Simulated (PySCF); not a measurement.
PySCF 2.14 output of an unrestricted LDA calculation on a single atom or ion in aug-cc-pVTZ-DK (8s7p5d3f2g, 93 functions), with the spin-free X2C one-electron Hamiltonian (Gaussian nucleus):

```
SCF conv_tol = 1e-09
number electrons alpha = 11  beta = 9
    P. A. M. Dirac.,  Math. Proc. Cambridge Philos. Soc. 26, 376 (1930)
    F. Bloch.,  Z. Phys. 57, 545 (1929)
    S. H. Vosko, L. Wilk, and M. Nusair.,  Can. J. Phys. 58, 1200 (1980)
cycle= 1 E= -850.835623342006  delta_E= -0.00759  |g|= 0.0149  |ddm|= 2.09
cycle= 2 E= -850.835634964401  delta_E= -1.16e-05  |g|= 0.0079  |ddm|= 0.165
cycle= 3 E= -850.835650079183  delta_E= -1.51e-05  |g|= 0.0019  |ddm|= 0.0914
cycle= 4 E= -850.835651098747  delta_E= -1.02e-06  |g|= 6.04e-06  |ddm|= 0.0168
cycle= 5 E= -850.83565109876  delta_E= -1.32e-11  |g|= 4.23e-07  |ddm|= 8.58e-05
converged SCF energy = -850.83565109876  <S^2> = 2.0001507  2S+1 = 3.0001005
```

The run itself started from symmetry-adapted Hartree-Fock orbitals and held the occupation by maximum overlap, on a logarithmic radial grid, so the iterations belong to that start.

Task: Which element, charge and spin multiplicity is this?

Result: Ti²⁺ (titanium, charge +2), multiplicity 3; the state was [Ar] 3d2, high-spin 3F determinant.
